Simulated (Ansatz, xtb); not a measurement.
# Two isomers of B4H9N3Si

We compare I, `BN1BNBNB1[SiH3]`, a singlet, with II, `BN1BNB([SiH3])NB1`, a singlet. Both are isolated molecules in the gas phase, relaxed with PBE0-D3(BJ)/def2-SVP; the shapes shown needn't be the lowest conformers.

I (Å):

```xyz
17

B     0.6921   -0.0504    2.6070
B     2.2860    1.1833    1.1478
B     1.7479    1.5580   -1.2628
B     0.1199    0.3098    0.1926
N     1.0269    0.4759    1.3241
N     2.6069    1.7006   -0.1341
N     0.5176    0.8587   -1.0587
Si   -1.6635   -0.6609    0.3327
H     1.4505    0.0930    3.5357
H    -0.3530   -0.6401    2.7601
H     3.0417    1.3259    2.0772
H     3.4844    2.1912   -0.2485
H     2.0431    2.0068   -2.3441
H    -0.1044    0.7488   -1.8501
H    -2.3299   -0.6393   -1.0147
H    -1.5165   -2.0974    0.7286
H    -2.6055   -0.0144    1.3005
```

II (Å):

```xyz
17

B     0.4953    0.3803   -2.8102
B     2.0553   -0.0930   -0.9175
B     1.1490   -0.4389    1.4011
B    -0.4133    0.0404   -0.5081
N     0.7107    0.1111   -1.4236
N     2.2314   -0.3593    0.4687
N    -0.1620   -0.2293    0.8653
Si    1.4581   -0.8374    3.3696
H    -0.6304    0.5482   -3.2161
H     1.4416    0.4367   -3.5595
H     3.0067   -0.0377   -1.6573
H     3.1762   -0.4973    0.8048
H     0.8851   -2.1696    3.7504
H     2.9195   -0.8597    3.7020
H     0.8012    0.1861    4.2460
H    -0.9605   -0.2719    1.4860
H    -1.5407    0.2078   -0.9038
```

Quicker runs give these differences E(II) − E(I): GFN2-xTB +0.18 kcal/mol; HF/STO-3G −1.82 kcal/mol (at GFN2-xTB geometries); r2SCAN-D4/def2-SVP +0.60 kcal/mol (at GFN2-xTB geometries).

Question: Which of the two would you expect CCSD(T)/def2-SVP + ΔMP2/def2-TZVPP electronic energies to favour?

Answer: CCSD(T)/def2-SVP + ΔMP2/def2-TZVPP gives E(II) − E(I) = +0.43 kcal/mol, slightly favouring structure I, which is too small a margin to settle the true order.

The same difference at several levels:

```
                             level              geometry  E(II) − E(I) (kcal/mol)  departure from the last row (kcal/mol)  job, with rough time for the two
                          GFN2-xTB              GFN2-xTB                     +0.18                                   −0.25              optimisation, 0.46 s
                         HF/STO-3G              GFN2-xTB                     −1.82                                   −2.25               single point, 0.7 s
                r2SCAN-D4/def2-SVP              GFN2-xTB                     +0.60                                   +0.17               single point, 8.1 s
              PBE0-D3(BJ)/def2-SVP  PBE0-D3(BJ)/def2-SVP                     +0.74                                   +0.31                optimisation, 56 s
                       HF/def2-SVP  PBE0-D3(BJ)/def2-SVP                     −0.60                                   −1.03           part of the CCSD(T) run
                      MP2/def2-SVP  PBE0-D3(BJ)/def2-SVP                     +0.43                                    0.00           part of the CCSD(T) run
                  CCSD(T)/def2-SVP  PBE0-D3(BJ)/def2-SVP                     +0.40                                   −0.03                      single point
CCSD(T)/def2-SVP + ΔMP2/def2-TZVPP  PBE0-D3(BJ)/def2-SVP                     +0.43                                                     single point, 3.5 min
```

As drawn, both hold the same kinds of bond in the same numbers.

The largest departure from CCSD(T)/def2-SVP + ΔMP2/def2-TZVPP is that of HF/STO-3G, 2.25 kcal/mol. A small imaginary or near-zero mode remains, so no thermal terms are given. The last row adds to CCSD(T) the change of the MP2 difference between the two basis sets, here +0.03 kcal/mol.

The correlated steps freeze 12 core orbitals. Programs: Ansatz 0.2.0, xtb 6.7.1; the last row on 2 threads of Arm Neoverse V2 on a shared host.
